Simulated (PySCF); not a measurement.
PySCF input for Si(Me)2(OH)2 (C2H8O2Si), SMILES C[Si](C)(O)O, HF/pcSseg-1. Geometry optimised at B3LYP-D3(BJ)/def2-SVP. Other conformers were not sampled.

```python
import numpy as np
from pyscf import gto, scf, dft
from pyscf.prop.nmr import rhf as nmr

mol = gto.M(
    atom='''
    C    -1.50321526    1.06314442   -0.12142380
    Si    0.01530337   -0.03673698   -0.00304497
    C     1.60005061    0.92969282    0.10630393
    O    -0.11986733   -0.99914905    1.36280622
    O     0.16192024   -0.98787710   -1.37057844
    H    -1.59226425    1.72040372    0.75945508
    H    -2.43388538    0.47489464   -0.19743967
    H    -1.44844072    1.70455193   -1.01602218
    H     1.78438257    1.48770366   -0.82540227
    H     2.45146901    0.25028527    0.26965078
    H     1.56951338    1.64784133    0.94096873
    H    -1.00421873   -1.11248076    1.72718259
    H    -0.45823856   -1.71969641   -1.46286633
    ''',
    basis='pcSseg-1',
    charge=0,
    spin=0,
    max_memory=1600,
    verbose=3,
)
mf = scf.RHF(mol)
mf.conv_tol = 1e-10
mf.max_cycle = 100
mf.kernel()
n = nmr.NMR(mf)
n.verbose = 2
n.max_cycle_cphf = 60
sigma = n.kernel()
print('atom   isotropic/ppm   span/ppm')
for i, s in enumerate(sigma):
    w = np.linalg.eigvalsh((s + s.T) / 2)
    print(f'{mol.atom_symbol(i):2s}{i + 1:3d} {w.mean():14.3f} {w[2] - w[0]:11.3f}')
```

Output:

```
converged SCF energy = -519.124970763152
atom   isotropic/ppm   span/ppm
C   1        190.087      11.894
Si  2        394.900      55.656
C   3        192.157       9.915
O   4        286.385      47.128
O   5        286.722      54.678
H   6         31.686      10.967
H   7         31.821      11.157
H   8         31.417      11.317
H   9         31.525      11.489
H  10         31.151      12.031
H  11         31.771      11.387
H  12         30.016      21.192
H  13         30.080      21.965
```

Self-consistency was reached.
